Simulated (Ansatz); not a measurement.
# quartet P: levels of theory in one basis

A single P atom.

Basis set: cc-pV(T+d)Z (spherical functions). Frozen core: 5 orbitals. Correlation on ROHF uses semicanonical orbitals with singles. Charge 0, multiplicity 4.

Computed with Ansatz (development build ahead of 0.2.0); each method stands on the lowest determinant of its kind that the runs found.

```json
{"method": "ROHF", "E − E(ROHF) (eV)": "0.00", "<S²> of the determinant": "3.75"}
{"method": "UHF", "E − E(ROHF) (eV)": "-0.01", "<S²> of the determinant": "3.75"}
{"method": "ROHF-MP2", "E − E(ROHF) (eV)": "-2.28", "<S²> of the determinant": "–"}
{"method": "UHF-MP2", "E − E(ROHF) (eV)": "-2.28", "<S²> of the determinant": "3.75"}
{"method": "ROHF-CCSD", "E − E(ROHF) (eV)": "-2.77", "<S²> of the determinant": "–"}
{"method": "UHF-CCSD", "E − E(ROHF) (eV)": "-2.77", "<S²> of the determinant": "3.75"}
{"method": "ROHF-CCSD(T)", "E − E(ROHF) (eV)": "-2.87", "<S²> of the determinant": "–"}
{"method": "UHF-CCSD(T)", "E − E(ROHF) (eV)": "-2.87", "<S²> of the determinant": "3.75"}
{"method": "UHF-BCCD(T)", "E − E(ROHF) (eV)": "-2.87", "<S²> of the determinant": "3.75"}
```

(1) Is a single determinant a sound starting point here?

Answers

(1) By this sign, yes. Unrestricted orbitals gain 0.01 eV and <S²> is 3.75 against 3.75 for a pure state.
